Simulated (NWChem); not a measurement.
Species: C$_{2}$H$_{3}$F$_{3}$Si; SMILES [Si](F)(F)(F)C=C

```xyz
9

C      0.0021     2.4080    -0.0013
C      0.7663     1.3090    -0.0080
Si     0.0231    -0.3627     0.0000
F      0.4150    -1.2207    -1.2969
F      0.4802    -1.2358     1.2649
F     -1.5772    -0.2548     0.0398
H     -1.0913     2.3491     0.0100
H      0.4364     3.4135    -0.0064
H      1.8578     1.4139    -0.0181
```
Atoms are numbered in this order, from 1.

Results from NWChem. Medium grid unless said otherwise, to which SCAN and Minnesota functionals are sensitive. The geometry was optimised at PBE0/def2-SVP. Total energies of different functionals are on different scales.

```
level                  energy (Ha)  highest occupied level (eV)  orbital gap (eV)  dipole (D)  relative time
---------------------  -----------  ---------------------------  ----------------  ----------  -------------
B3LYP/def2-SVP           -666.8441                        -8.58              7.26        2.72              1
PBE/def2-SVP             -666.2855                        -7.64              5.52        2.55              2
M06/def2-SVP             -666.6589                        -8.94              7.77        2.89              2
M06-L/def2-SVP           -666.7726                        -7.92              5.93        2.72              2
LRC-wPBEh/def2-SVP       -666.3652                       -10.81             11.40        2.77              5
PBE0/def2-SVP            -666.3247                        -8.90              7.74        2.79              1
PW6B95/def2-SVP          -667.4955                        -8.97              7.90        2.78              2
N12/def2-SVP             -666.6834                        -7.49              5.51        2.74              2
OLYP/def2-SVP            -666.7107                        -7.48              5.55        2.54              2
Hartree-Fock/def2-SVP    -664.5239                       -11.45             14.20        3.19              1
MN15-L/def2-SVP          -666.3821                        -8.03              6.30        2.71              2
```

Relative times are rough (shared machine, one core).
